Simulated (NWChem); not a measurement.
Species: C2H3ClF2; SMILES ClCC(F)F

```xyz
8

F     -1.2923    -1.0023     0.1532
C     -0.0258    -0.8807    -0.3291
F      0.6557    -2.0336    -0.0406
C      0.6987     0.2695     0.3527
Cl    -0.0374     1.8437    -0.0708
H     -0.0762    -0.7583    -1.4358
H      0.6451     0.1283     1.4497
H      1.7584     0.2773     0.0347
```
Atoms are numbered in this order, from 1.

Results from NWChem. Pople sets run with spherical d functions. The geometry was optimised at PBE-D3(BJ)/def2-SVP. Vertical excitations in the gas phase; the lowest state need not have the same character in each row.

Among these, which level gives the lowest value of “lowest excitation, singlet (eV)”?
A. B3LYP/6-31+G*, TDA
B. BHandHLYP/6-31+G*, TDA
C. PBE/6-31+G*, TDA

C, PBE/6-31+G*, TDA. Values: PBE/6-31+G*, TDA 6.78; B3LYP/6-31+G*, TDA 7.14; BHandHLYP/6-31+G*, TDA 7.62
